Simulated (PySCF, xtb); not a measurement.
Bi(F)(TeH)2 (BiFH₂Te₂), SMILES [TeH][Bi]([TeH])[F].

GFN2-xTB run with xtb at its own geometry gives an orbital gap of 4.33 eV and a dipole moment of 6.43 D.

Geometry: PBE-D3(BJ)/def2-SVP. The structure was generated by enumeration; whether it is a known compound was not checked. The def2 effective core potentials stand for the cores of Bi, Te; spin–orbit coupling is left out.

**Question.** What does PBE/def2-TZVP in PySCF give? (An estimate is asked for; the answer gives what the named calculation found.)

**Answer.** gap 2.60 eV (levels -5.63 and -3.03 eV), dipole 2.89 D.
